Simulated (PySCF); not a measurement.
**C8H9: g tensor and hyperfine couplings**

Species: C8H9 (doublet state).
Geometry (GFN2-xTB, Å), atoms numbered from 1 in this order:
```xyz
17
C8H9 angstrom
C      3.449    1.618    0.491
C      2.849    0.620    0.208
C      2.117   -0.569   -0.111
C      1.361   -1.289    0.955
C      0.616   -0.606    0.055
C     -0.560   -0.203   -0.465
C     -1.881   -0.600    0.102
C     -2.653    0.625    0.603
H      3.978    2.494    0.724
H      2.565   -1.144   -0.922
H      1.456   -1.782    1.889
H     -0.569    0.464   -1.315
H     -2.477   -1.093   -0.674
H     -1.734   -1.306    0.921
H     -2.088    1.130    1.382
H     -2.822    1.327   -0.210
H     -3.616    0.325    1.009
```

The hyperfine couplings belong to this conformer and change with its torsions.

As a line formula: `C#C[C@H]1[CH]/C1=C\CC` [radical].

Method: PySCF, UKS B3LYP, pcH-1 on C H, non-relativistic, mean-field spin-orbit, GIAO. Geometry: GFN2-xTB, one conformer, isolated molecule. A GFN2-xTB geometry isn't a minimum of the functional, and hyperfine couplings can be far from their values at a DFT geometry. No stability test was run, so a lower SCF solution isn't excluded. ⟨S²⟩ is 0.775 where a pure state has 0.75.

| Quantity | Value |
| --- | --- |
| g1, g2, g3 | 2.00220, 2.00275, 2.00285 |
| g_iso | 2.00260 |
| Form of g | rhombic: the two nearest values differ by 16 % of g3 − g1 |
| ⟨S²⟩ | 0.7749 (exact 0.7500) |
| Total energy | -310.10310 Eh |

Hyperfine couplings atom by atom, in G; T1 to T3 are the principal values of the dipolar part; ρ(0) is the spin density at the nucleus (MHz turned into gauss with g_iso; 10 G = 1 mT):

```
atom  isotope  a_iso     T1     T2    T3  Mulliken spin population  ρ(0) (bohr⁻³)
  C1      13C    1.0   -0.6   -0.1   0.6                      0.01         0.0025
  C2      13C    8.8   -0.6   -0.4   1.0                      0.01         0.0219
  C3      13C   -4.6   -0.8   -0.1   0.8                     -0.03        -0.0116
  C4      13C   25.4  -20.3  -18.7  39.0                      0.68         0.0634
  C5      13C  -19.0  -10.4    2.9   7.5                     -0.24        -0.0473
  C6      13C   18.0  -16.7  -16.4  33.1                      0.61         0.0449
  C7      13C   -6.3   -0.5    0.1   0.4                     -0.04        -0.0157
  C8      13C   12.7   -0.9   -0.9   1.9                      0.02         0.0317
  H9       1H   -0.1   -0.3   -0.2   0.5                      0.00        -0.0001
 H10       1H   16.7   -1.0   -0.8   1.8                      0.02         0.0105
 H11       1H  -17.1   -9.2   -0.2   9.4                     -0.03        -0.0107
 H12       1H  -13.6   -7.8   -0.3   8.1                     -0.03        -0.0086
 H13       1H   18.5   -1.1   -0.9   2.0                      0.02         0.0116
 H14       1H    0.6   -1.0   -0.5   1.5                      0.00         0.0004
 H15       1H   -0.7   -1.1   -0.4   1.5                      0.00        -0.0005
 H16       1H   -0.4   -0.9   -0.6   1.5                      0.00        -0.0003
 H17       1H    3.0   -0.6   -0.4   1.0                      0.01         0.0019
```

Largest spin populations (Mulliken): C4 (+0.68), C6 (+0.61) and C5 (-0.24). The positive populations add up to 1.37 and the negative ones to -0.37, together 2S = 1. The angles at C4 add up to 358.3°, so it is nearly planar; its axial dipolar tensor and the negative coupling of its proton fit spin in a p orbital normal to that plane.

Axes: g2 points within 8° of the C3–C4 bond and g3 points within 9° of the C5–C6 bond.

Under fast tumbling the dipolar parts average out, and these isotropic splittings remain: 1 × 1H (H13, I = 1/2, 2 lines) with 1.85 mT, 1 × 1H (H11, I = 1/2, 2 lines) with 1.71 mT, 1 × 1H (H10, I = 1/2, 2 lines) with 1.67 mT, 1 × 1H (H12, I = 1/2, 2 lines) with 1.36 mT, 3 × 1H (H15/H16/H17, I = 1/2, 4 lines) with 0.06 mT and 1 × 1H (H14, I = 1/2, 2 lines) with 0.06 mT.

Means are taken over nuclei equivalent by connectivity, which assumes that they swap fast. The three 1H nuclei of mean +1.7 MHz run from -2.0 to 8.3 MHz in the frozen geometry.

The 13C coupling of C4 (71.3 MHz) shows only in satellite lines or after enrichment, since that isotope makes up about 1.07 % of natural carbon.

β density exceeds α density at some nuclei, such as C5 (-0.0473), C7 (-0.0157) and C3 (-0.0116), spin density in bohr⁻³. In a single determinant that takes different orbitals for the two spins, that is spin polarisation.
